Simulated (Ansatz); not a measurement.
(H2Ga-mu-OH)2 (Ga2O2H6). Charge 0, multiplicity 1. Geometry PBE-D4/def2-SVP, basis def2-TZVP, Ansatz.

Cartesian coordinates in Å:
```
Ga -1.358 0.418 -0.591
H -1.381 1.781 -1.384
H -2.560 -0.569 -0.332
O 0.267 -0.598 -1.036
Ga 1.358 -0.419 0.591
H 1.378 -1.782 1.383
H 2.561 0.566 0.334
O -0.267 0.598 1.036
H 0.479 -1.067 -1.856
H -0.476 1.073 1.853
```

```tsv
run	HOMO (eV)	LUMO (eV)
A	-6.38	-1.64
B	-7.16	-0.71
C	-7.67	-0.59
D	-6.67	-0.97
E	-6.81	-1.28
F	-6.33	-1.39
```

The runs used B97M-V, LDA (SPW92), PBE, PBE0, r2SCAN, r2SCANh. Estimate which is which.

A LDA (SPW92) (0 % exact exchange); B r2SCANh (10 % exact exchange); C PBE0 (25 % exact exchange); D r2SCAN (0 % exact exchange); E B97M-V (0 % exact exchange); F PBE (0 % exact exchange). Exact exchange lowers occupied and raises empty levels; among semilocal functionals meta-GGAs tend to open the gap a little, and such runs are hard to tell apart. The gap grows from 4.74 eV (LDA (SPW92)) to 7.08 eV (PBE0).
